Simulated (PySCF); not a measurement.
**Computed structure and properties of CeCl3(NH3)**

System: CeCl3(NH3) (singlet in the valence; each metal's 4f electrons, 1 of them, lie in its core potential, out of spins and levels); start: template (C3v). Method: PySCF 2.14.0, RKS PBE0, Ce lcecp-1-SVP with ECP47, Cl def2-SVP, N def2-SVP, H def2-SVP; non-relativistic Hamiltonian with scalar-relativistic core potentials where named; density fitting; no spin-orbit coupling.

Input of the relaxation:

```python
mol = gto.M(atom='''
Ce    -0.10794     0.10794    -0.10794
Cl     1.45316     1.66904     1.45316
Cl    -1.66904    -1.45316     1.45316
Cl     1.45316    -1.45316    -1.66904
N     -1.61334     1.61334    -1.61334
H     -2.22654     2.22654    -1.07634
H     -1.07634     2.22654    -2.22654
H     -2.22654     1.07634    -2.22654''',
    basis={'Ce': 'lcecp-1-SVP', 'Cl': 'def2-SVP', 'N': 'def2-SVP', 'H': 'def2-SVP'},
    ecp={'Ce': 'lcecp-1-SVP'},
    charge=0, spin=0)
mf = dft.RKS(mol, xc='PBE0')
mf.grids.atom_grid = (50, 194)  # f atoms: unpruned, at least (60, 302)
mf = mf.density_fit()  # fitting sets: Ce AutoAux, Cl def2-universal-JKFIT, N def2-universal-JKFIT, H def2-universal-JKFIT
mf.conv_tol = 1e-08; mf.max_cycle = 55
mf.kernel(dm0)  # dm0: converged density of the start geometry
# quasi-Newton relaxation in Cartesian coordinates to a largest gradient under 0.00045 Eh/bohr, steps kept in the point group
```

Run from Python with OMP_NUM_THREADS=2; the lines above give its settings. Where DIIS fails, smearing, a level shift and second-order steps follow.
It took 78 s on 2 threads of AMD EPYC 7R43 64-Core Processor (Zen 3) (shared host), from the converged density of the start.

Course of the relaxation:

```
step  energy above end (eV)  largest force component within the symmetry (eV/Å)
   0                 0.3715                                               1.107
   1                 0.1841                                               0.666
   2                 0.0977                                               0.178
   3                 0.0767                                               0.164
   4                 0.0279                                               0.096
   5                 0.0192                                               0.085
   6                 0.0094                                               0.117
   7                 0.0046                                               0.117
   8                 0.0015                                               0.072
   9                 0.0005                                               0.033
  10                 0.0001                                               0.010
  11                 0.0000                                               0.002
```

Relaxed geometry (C3v):

```xyz
8

Ce    0.0554   -0.0554    0.0554
Cl    1.1983    1.9931    1.1983
Cl   -1.9931   -1.1983    1.1983
Cl    1.1983   -1.1983   -1.9931
N    -1.4495    1.4495   -1.4495
H    -2.0602    2.0602   -0.9023
H    -0.9023    2.0602   -2.0602
H    -2.0602    0.9023   -2.0602
```

```csv
contact,Å
Ce1–Cl2 (Cl),2.609
Ce1–Cl3 (Cl),2.609
Ce1–Cl4 (Cl),2.609
Ce1–N5 (NH3),2.607
```

On the finer grid (75, 302):

```yaml
HOMO: -8.35 eV
LUMO: -1.23 eV
Dipole_about_the_centre_of_mass: 4.81 D
Set_of_Mulliken_populations_of_Ce1_outside_the_core_potential: s 2.22, p 6.37, d 1.45, f 0.06
D3_BJ_dispersion_energy_not_in_the_energies: -0.211 eV
```

```json
{"atom": "Ce1", "Mulliken (e)": "0.90", "Löwdin (e)": "0.03", "spin (e)": "0.00"}
{"atom": "Cl2", "Mulliken (e)": "-0.38", "Löwdin (e)": "-0.11", "spin (e)": "0.00"}
{"atom": "Cl3", "Mulliken (e)": "-0.38", "Löwdin (e)": "-0.11", "spin (e)": "0.00"}
{"atom": "Cl4", "Mulliken (e)": "-0.38", "Löwdin (e)": "-0.11", "spin (e)": "0.00"}
{"atom": "N5", "Mulliken (e)": "-0.32", "Löwdin (e)": "-0.03", "spin (e)": "0.00"}
{"atom": "H6", "Mulliken (e)": "0.18", "Löwdin (e)": "0.11", "spin (e)": "0.00"}
{"atom": "H7", "Mulliken (e)": "0.18", "Löwdin (e)": "0.11", "spin (e)": "0.00"}
{"atom": "H8", "Mulliken (e)": "0.18", "Löwdin (e)": "0.11", "spin (e)": "0.00"}
```

The 4f levels lie in the core potential and are missing. Their spin isn't counted.

On the grid (50, 194), as all that follows. Harmonic modes: a minimum within the noise of the softest modes; lowest 50 cm⁻¹ (negative: unstable), highest 3608 cm⁻¹, zero-point energy 1.111 eV.

Taking off one Cl (charge -1, singlet; the rest: singlet) in vacuum, both parts rigid, costs 8.60 eV; the small basis without counterpoise inflates it. Most of it is the attraction of opposite charges; other ways to part are cheaper, and one spin state was tried for the rest.

Rigid scan of Cl along the line from its metal:

(distance to Cl2 (Å), energy (eV)): (2.31, 0.693), (2.41, 0.271), (2.51, 0.060), (2.61, 0.000), (2.71, 0.047), (2.81, 0.169), (3.01, 0.544), (3.31, 1.238), (3.71, 2.150), (4.21, 3.097)

Taking off one NH3 (charge 0, singlet; the rest: singlet) in vacuum, both parts rigid, costs 1.61 eV; the small basis without counterpoise inflates it.

Rigid scan of NH3 along the line from its metal:

distance to N5 (Å), energy (eV) and a bar:
```
     2.31      0.346 #########
     2.41      0.134 ####
     2.51      0.029 #
     2.61      0.000 
     2.71      0.022 #
     2.81      0.077 ##
     3.01      0.239 #######
     3.31      0.513 ##############
     3.71      0.827 #######################
     4.21      1.099 ##############################
```

One start shape was tried, so this needn't be the lowest isomer.

An lcecp potential fixes the number of 4f electrons, so in runs with it no electron can move into or out of that shell.
